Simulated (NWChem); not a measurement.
Molecule: SrClF; SMILES [Sr]([Cl])[F]

```xyz
3

Sr     0.0599     0.3468     0.0000
F     -1.3246     1.9391     0.0000
Cl     0.0954    -2.2827     0.0000
```
Atoms are numbered in this order, from 1.

Results from NWChem. Geometry: optimised at PBE0/def2-SVP (def2 core potentials past Kr). Static field.

Q: Predict the results for PBE/Sadlej pVTZ, non-relativistic. Quantities: isotropic polarisability (bohr³); anisotropy (bohr³).

A: 
```
Item                              Value
--------------------------------  -----
isotropic polarisability (bohr³)   47.1
anisotropy (bohr³)                 22.5
```
